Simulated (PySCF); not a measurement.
A geometry optimisation, step by step.

Ti(NMe2)2Cl2, C4H12Cl2N2Ti (singlet state).
Bonds: Ti1–N2, Ti1–N11, Ti1–Cl20, Ti1–Cl21, N2–C3, N2–C4, N11–C12, N11–C13. Hydrogens: H5, H6, H7 on C3; H8, H9, H10 on C4; H14, H15, H16 on C12; H17, H18, H19 on C13.

Computed by this run: PBE0-D3(BJ)/def2-SVP geometry optimisation, gas phase (PySCF 2.14.0); density fitting, grid level 1; the optimiser is geomeTRIC in internal coordinates, started from a GFN2-xTB structure with every atom displaced at random (about 0.03 Å). 5 of its 36 geometries are shown. The frame can shift and turn from step to step; on so coarse a grid that alone can change the energy by a few meV, and forces under 0.02 eV/Å are noise.

Step 0: E = -55450.3987 eV, largest atomic force 5.368 eV/Å
```
atom  x, y, z in Å  |  force x, y, z in eV/Å
Ti1    -1.059   -0.085   -0.790   -4.571   1.639  -0.880
N2     -1.130   -0.022    1.014    0.960  -0.007   1.889
C3     -0.693    1.140    1.725    3.399  -0.077  -0.552
C4     -1.031   -1.196    1.827   -5.357   0.085   0.335
H5     -1.296    1.346    2.577   -1.014   0.325   1.084
H6     -0.631    2.036    1.080   -0.248  -0.130   0.098
H7      0.415    0.969    2.142   -1.916   0.381  -0.645
H8     -1.445   -2.035    1.230    0.417  -0.113   0.390
H9     -0.127   -1.420    2.281    2.680  -0.378   0.757
H10    -1.805   -1.079    2.735    1.379  -0.312  -1.552
N11     0.582   -0.006   -1.352    3.480   2.632  -1.770
C12     1.377    1.203   -1.671   -2.375  -0.481  -0.322
C13     1.385   -1.105   -1.163    3.691  -0.591   1.760
H14     1.999    1.470   -0.849    0.911   0.279   1.016
H15     0.657    2.004   -1.857    0.001   0.378   0.008
H16     1.961    1.098   -2.579    0.380  -0.390  -0.472
H17     0.862   -1.979   -0.894   -1.111  -1.605   0.281
H18     2.045   -1.350   -2.009   -0.202  -0.063  -0.471
H19     2.160   -0.959   -0.294   -1.077  -0.053  -1.008
Cl20   -2.266    1.763   -1.476    0.717  -0.601   0.277
Cl21   -2.146   -1.777   -1.607   -0.145  -0.918  -0.223
```

Step 9: E = -55451.6612 eV, largest atomic force 0.472 eV/Å
```
atom  x, y, z in Å  |  force x, y, z in eV/Å
Ti1    -1.039    0.336   -0.761   -0.031   0.019  -0.152
N2     -1.134   -0.220    1.001   -0.018   0.131   0.056
C3     -0.543    0.742    1.899    0.144  -0.067   0.148
C4     -1.568   -1.444    1.613   -0.005  -0.074  -0.052
H5     -1.214    0.950    2.755   -0.033   0.092  -0.089
H6     -0.347    1.700    1.389   -0.056   0.029  -0.010
H7      0.420    0.390    2.316    0.003  -0.061  -0.006
H8     -2.014   -2.106    0.859    0.042  -0.021   0.002
H9     -0.727   -1.974    2.103   -0.033  -0.008  -0.026
H10    -2.335   -1.253    2.387    0.001   0.033   0.042
N11     0.752    0.286   -1.229   -0.092   0.133   0.003
C12     1.555    1.353   -1.779   -0.154  -0.191   0.056
C13     1.458   -0.937   -0.977    0.418  -0.186   0.114
H14     2.368    1.632   -1.083    0.041   0.032  -0.030
H15     0.933    2.239   -1.964    0.022   0.028  -0.005
H16     2.013    1.041   -2.736    0.046   0.031  -0.018
H17     0.780   -1.773   -0.743   -0.062   0.090  -0.062
H18     2.048   -1.226   -1.868   -0.093  -0.079  -0.001
H19     2.177   -0.853   -0.136   -0.022   0.077  -0.004
Cl20   -1.722    2.434   -1.106   -0.074  -0.017   0.065
Cl21   -2.046   -1.301   -1.869   -0.042   0.009  -0.031
```

Step 18: E = -55451.8641 eV, largest atomic force 0.227 eV/Å
```
atom  x, y, z in Å  |  force x, y, z in eV/Å
Ti1    -0.813    0.726   -0.536    0.026   0.010   0.079
N2     -1.109   -0.202    1.020    0.021   0.000   0.032
C3     -0.230    0.187    2.099   -0.058  -0.028  -0.001
C4     -2.129   -1.157    1.359   -0.004  -0.029  -0.038
H5     -0.791    0.661    2.926    0.013  -0.001  -0.004
H6      0.520    0.914    1.748   -0.006   0.020   0.000
H7      0.312   -0.688    2.503    0.010   0.006   0.000
H8     -2.752   -1.371    0.480    0.009  -0.014   0.004
H9     -1.684   -2.107    1.712   -0.006  -0.002  -0.001
H10    -2.785   -0.775    2.164    0.008   0.001   0.007
N11     0.889    0.255   -1.062   -0.017  -0.167  -0.153
C12     1.320    1.014   -2.215    0.007   0.005   0.094
C13     1.785   -0.798   -0.659    0.047   0.202   0.000
H14     2.284    1.520   -2.022    0.003   0.008  -0.024
H15     0.590    1.805   -2.457   -0.007  -0.003  -0.002
H16     1.429    0.370   -3.107    0.019  -0.006  -0.007
H17     1.303   -1.478    0.056   -0.050   0.029  -0.006
H18     2.109   -1.385   -1.538   -0.039  -0.067   0.031
H19     2.699   -0.391   -0.186    0.019  -0.011  -0.018
Cl20   -0.895    2.932   -0.140    0.015  -0.039  -0.029
Cl21   -2.238   -0.016   -2.073   -0.011   0.085   0.035
```

Step 26: E = -55451.8969 eV, largest atomic force 0.120 eV/Å
```
atom  x, y, z in Å  |  force x, y, z in eV/Å
Ti1    -0.782    0.756   -0.520    0.009  -0.108   0.050
N2     -1.054   -0.129    1.071   -0.051   0.062   0.031
C3     -0.265    0.330    2.189    0.004   0.000  -0.027
C4     -2.023   -1.150    1.377    0.027  -0.007  -0.007
H5     -0.904    0.761    2.981    0.006   0.002   0.014
H6      0.441    1.114    1.871   -0.012   0.011   0.008
H7      0.323   -0.497    2.630    0.001   0.001   0.006
H8     -2.606   -1.404    0.483   -0.003  -0.004  -0.007
H9     -1.529   -2.070    1.745   -0.003   0.001   0.000
H10    -2.722   -0.811    2.164   -0.006   0.002  -0.003
N11     0.849    0.160   -1.127    0.018   0.052   0.028
C12     1.190    0.796   -2.377   -0.002  -0.039  -0.001
C13     1.814   -0.772   -0.616   -0.028   0.068  -0.066
H14     2.114    1.397   -2.290    0.008  -0.004  -0.001
H15     0.387    1.484   -2.696    0.007  -0.005   0.006
H16     1.322    0.054   -3.187    0.004   0.001  -0.002
H17     1.481   -1.177    0.349   -0.015  -0.013  -0.010
H18     1.958   -1.618   -1.314    0.012  -0.016   0.011
H19     2.800   -0.290   -0.472    0.003  -0.013   0.006
Cl20   -0.638    2.969   -0.221    0.011  -0.004   0.006
Cl21   -2.341    0.115   -1.969    0.009   0.013  -0.043
```

Step 35: E = -55451.9010 eV, largest atomic force under 0.02 eV/Å
```
atom  x, y, z in Å  |  force x, y, z in eV/Å
Ti1    -0.738    0.784   -0.567    0.020  -0.002   0.003
N2     -1.096   -0.021    1.049    0.006  -0.009   0.000
C3     -0.445    0.504    2.225   -0.005   0.007   0.000
C4     -1.993   -1.126    1.276   -0.002   0.003   0.001
H5     -1.184    0.862    2.966   -0.002   0.000  -0.001
H6      0.200    1.357    1.963    0.001   0.000   0.002
H7      0.182   -0.266    2.713    0.001   0.001   0.000
H8     -2.448   -1.450    0.330   -0.002   0.001   0.000
H9     -1.460   -1.987    1.722    0.001   0.000  -0.001
H10    -2.807   -0.841    1.969    0.001  -0.001   0.001
N11     0.896    0.113   -1.089   -0.004  -0.002   0.009
C12     1.313    0.665   -2.355    0.002  -0.001  -0.006
C13     1.789   -0.850   -0.513   -0.007   0.009  -0.013
H14     2.280    1.196   -2.266   -0.001   0.000   0.001
H15     0.576    1.399   -2.725   -0.001  -0.002   0.000
H16     1.410   -0.120   -3.128    0.000   0.000   0.001
H17     1.391   -1.216    0.443   -0.001  -0.001   0.000
H18     1.925   -1.721   -1.184    0.002  -0.002   0.001
H19     2.790   -0.415   -0.332    0.000  -0.002   0.002
Cl20   -0.528    3.000   -0.350   -0.003   0.000   0.004
Cl21   -2.242    0.147   -2.076   -0.003  -0.003  -0.005
```

Problem. Summarise the path.

Solution. The energy falls by 144.95 kJ/mol from step 0 to step 35; nine tenths of that is first reached at step 14. It rises by more than 0.2 meV at step 16. The largest force goes from 5.368 to under 0.02 eV/Å. Among the bonds Ti1–N11 changes most, from 1.737 to 1.841 Å; the atoms move by 1.109 Å rms after alignment.

Problem. Follow the three bonds and two angles with the largest change from start to end.

Solution. 
```json
{"step": "0", "E above end (kJ/mol)": "144.95", "largest force (eV/Å)": "5.368", "Ti1–N11 (Å)": "1.737", "C4–H10 (Å)": "1.199", "C3–H7 (Å)": "1.196", "Ti1–N11–C12 (°)": "127.9", "Ti1–N11–C13 (°)": "118.1"}
{"step": "2", "E above end (kJ/mol)": "33.20", "largest force (eV/Å)": "0.464", "Ti1–N11 (Å)": "1.860", "C4–H10 (Å)": "1.102", "C3–H7 (Å)": "1.104", "Ti1–N11–C12 (°)": "126.3", "Ti1–N11–C13 (°)": "117.0"}
{"step": "3", "E above end (kJ/mol)": "30.13", "largest force (eV/Å)": "0.263", "Ti1–N11 (Å)": "1.863", "C4–H10 (Å)": "1.107", "C3–H7 (Å)": "1.108", "Ti1–N11–C12 (°)": "126.8", "Ti1–N11–C13 (°)": "116.9"}
{"step": "5", "E above end (kJ/mol)": "27.58", "largest force (eV/Å)": "0.259", "Ti1–N11 (Å)": "1.857", "C4–H10 (Å)": "1.108", "C3–H7 (Å)": "1.108", "Ti1–N11–C12 (°)": "127.6", "Ti1–N11–C13 (°)": "116.4"}
{"step": "6", "E above end (kJ/mol)": "26.89", "largest force (eV/Å)": "0.169", "Ti1–N11 (Å)": "1.854", "C4–H10 (Å)": "1.107", "C3–H7 (Å)": "1.107", "Ti1–N11–C12 (°)": "128.0", "Ti1–N11–C13 (°)": "116.2"}
{"step": "8", "E above end (kJ/mol)": "24.85", "largest force (eV/Å)": "0.496", "Ti1–N11 (Å)": "1.850", "C4–H10 (Å)": "1.106", "C3–H7 (Å)": "1.108", "Ti1–N11–C12 (°)": "128.5", "Ti1–N11–C13 (°)": "116.5"}
{"step": "9", "E above end (kJ/mol)": "23.13", "largest force (eV/Å)": "0.472", "Ti1–N11 (Å)": "1.852", "C4–H10 (Å)": "1.106", "C3–H7 (Å)": "1.107", "Ti1–N11–C12 (°)": "127.9", "Ti1–N11–C13 (°)": "117.0"}
{"step": "11", "E above end (kJ/mol)": "17.45", "largest force (eV/Å)": "0.723", "Ti1–N11 (Å)": "1.872", "C4–H10 (Å)": "1.107", "C3–H7 (Å)": "1.107", "Ti1–N11–C12 (°)": "120.0", "Ti1–N11–C13 (°)": "122.1"}
{"step": "12", "E above end (kJ/mol)": "15.75", "largest force (eV/Å)": "0.309", "Ti1–N11 (Å)": "1.851", "C4–H10 (Å)": "1.107", "C3–H7 (Å)": "1.107", "Ti1–N11–C12 (°)": "120.4", "Ti1–N11–C13 (°)": "123.5"}
{"step": "14", "E above end (kJ/mol)": "12.02", "largest force (eV/Å)": "0.170", "Ti1–N11 (Å)": "1.853", "C4–H10 (Å)": "1.106", "C3–H7 (Å)": "1.107", "Ti1–N11–C12 (°)": "117.9", "Ti1–N11–C13 (°)": "125.9"}
{"step": "15", "E above end (kJ/mol)": "9.25", "largest force (eV/Å)": "0.216", "Ti1–N11 (Å)": "1.850", "C4–H10 (Å)": "1.106", "C3–H7 (Å)": "1.106", "Ti1–N11–C12 (°)": "113.6", "Ti1–N11–C13 (°)": "129.5"}
{"step": "17", "E above end (kJ/mol)": "4.97", "largest force (eV/Å)": "0.428", "Ti1–N11 (Å)": "1.844", "C4–H10 (Å)": "1.106", "C3–H7 (Å)": "1.106", "Ti1–N11–C12 (°)": "109.6", "Ti1–N11–C13 (°)": "136.0"}
{"step": "18", "E above end (kJ/mol)": "3.56", "largest force (eV/Å)": "0.227", "Ti1–N11 (Å)": "1.843", "C4–H10 (Å)": "1.106", "C3–H7 (Å)": "1.106", "Ti1–N11–C12 (°)": "111.6", "Ti1–N11–C13 (°)": "133.0"}
{"step": "20", "E above end (kJ/mol)": "1.51", "largest force (eV/Å)": "0.176", "Ti1–N11 (Å)": "1.846", "C4–H10 (Å)": "1.106", "C3–H7 (Å)": "1.106", "Ti1–N11–C12 (°)": "112.4", "Ti1–N11–C13 (°)": "132.0"}
{"step": "21", "E above end (kJ/mol)": "1.27", "largest force (eV/Å)": "0.091", "Ti1–N11 (Å)": "1.843", "C4–H10 (Å)": "1.106", "C3–H7 (Å)": "1.106", "Ti1–N11–C12 (°)": "112.0", "Ti1–N11–C13 (°)": "132.5"}
{"step": "23", "E above end (kJ/mol)": "0.91", "largest force (eV/Å)": "0.070", "Ti1–N11 (Å)": "1.840", "C4–H10 (Å)": "1.106", "C3–H7 (Å)": "1.106", "Ti1–N11–C12 (°)": "111.8", "Ti1–N11–C13 (°)": "132.7"}
{"step": "24", "E above end (kJ/mol)": "0.63", "largest force (eV/Å)": "0.088", "Ti1–N11 (Å)": "1.840", "C4–H10 (Å)": "1.106", "C3–H7 (Å)": "1.106", "Ti1–N11–C12 (°)": "111.4", "Ti1–N11–C13 (°)": "132.9"}
{"step": "26", "E above end (kJ/mol)": "0.39", "largest force (eV/Å)": "0.120", "Ti1–N11 (Å)": "1.840", "C4–H10 (Å)": "1.106", "C3–H7 (Å)": "1.106", "Ti1–N11–C12 (°)": "110.6", "Ti1–N11–C13 (°)": "133.5"}
{"step": "27", "E above end (kJ/mol)": "0.29", "largest force (eV/Å)": "0.108", "Ti1–N11 (Å)": "1.840", "C4–H10 (Å)": "1.106", "C3–H7 (Å)": "1.106", "Ti1–N11–C12 (°)": "110.5", "Ti1–N11–C13 (°)": "133.7"}
{"step": "29", "E above end (kJ/mol)": "0.07", "largest force (eV/Å)": "0.057", "Ti1–N11 (Å)": "1.840", "C4–H10 (Å)": "1.106", "C3–H7 (Å)": "1.107", "Ti1–N11–C12 (°)": "111.1", "Ti1–N11–C13 (°)": "133.4"}
{"step": "30", "E above end (kJ/mol)": "0.04", "largest force (eV/Å)": "0.035", "Ti1–N11 (Å)": "1.840", "C4–H10 (Å)": "1.106", "C3–H7 (Å)": "1.106", "Ti1–N11–C12 (°)": "111.3", "Ti1–N11–C13 (°)": "133.2"}
{"step": "32", "E above end (kJ/mol)": "0.03", "largest force (eV/Å)": "0.037", "Ti1–N11 (Å)": "1.841", "C4–H10 (Å)": "1.106", "C3–H7 (Å)": "1.106", "Ti1–N11–C12 (°)": "111.5", "Ti1–N11–C13 (°)": "133.1"}
{"step": "33", "E above end (kJ/mol)": "0.02", "largest force (eV/Å)": "0.040", "Ti1–N11 (Å)": "1.841", "C4–H10 (Å)": "1.106", "C3–H7 (Å)": "1.106", "Ti1–N11–C12 (°)": "111.5", "Ti1–N11–C13 (°)": "133.1"}
{"step": "35", "E above end (kJ/mol)": "0.00", "largest force (eV/Å)": "under 0.02", "Ti1–N11 (Å)": "1.841", "C4–H10 (Å)": "1.106", "C3–H7 (Å)": "1.106", "Ti1–N11–C12 (°)": "111.5", "Ti1–N11–C13 (°)": "133.1"}
```

What follows is the cost of the whole optimisation. Hardware: 2 threads of an Intel Xeon 6975P-C, shared host. Cost: 10 min wall, 25 min CPU, 1.2 GiB resident at most.
